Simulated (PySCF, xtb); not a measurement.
cyclopropanecarbaldehyde (C4H6O), SMILES C1CC1C=O. Other conformers were not sampled.

Harmonic wavenumbers (cm⁻¹) from GFN2-xTB in xtb at its own minimum, in rising order: 119, 227, 284, 655, 803, 831, 856, 893, 980, 1028, 1068, 1073, 1084, 1093, 1155, 1240, 1360, 1386, 1416, 1471, 1761, 2749, 3072, 3091, 3093, 3102, 3120.

### Question
What does PySCF with PBE-D3(BJ)/def2-SVP give at its own minimum? (An estimate is asked for; the answer gives what the named calculation found.)

### Answer
113, 245, 294, 666, 769, 801, 804, 817, 983, 1005, 1013, 1042, 1057, 1070, 1152, 1188, 1332, 1367, 1374, 1425, 1768, 2797, 3065, 3066, 3109, 3164, 3174. Paired by order, the mean absolute difference is 30 cm⁻¹ and the zero-point energies are 55.8 and 55.3 kcal/mol.
